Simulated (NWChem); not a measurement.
# CH3FSe; SMILES C[Se]F

```xyz
6

Se     0.4321     0.0265     0.0000
F     -0.7151     1.3780     0.0000
C     -0.9023    -1.3558     0.0000
H     -0.3530    -2.3103     0.0000
H     -1.5219    -1.2933    -0.9043
H     -1.5219    -1.2933     0.9043
```
Atoms are numbered in this order, from 1.

Structure relaxed at the PBE0/def2-SVP level.

Spin-orbit effects, on the heavy nuclei and on their neighbours, are missing.

Task: Give the principal values of the shielding tensors (ppm) of Se1, F2, C3 from KT2/pcSseg-1, GIAO (NWChem), with their diamagnetic and paramagnetic parts as GIAO splits them.

Result: 
```tsv
atom	σ11	σ22	σ33	isotropic	diamagnetic	paramagnetic
Se1	-3107.7	116.3	1991.0	-333.5	2998.9	-3332.3
F2	375.1	395.4	1066.5	612.3	474.4	138.0
C3	121.3	164.3	168.9	151.5	250.3	-98.8
```
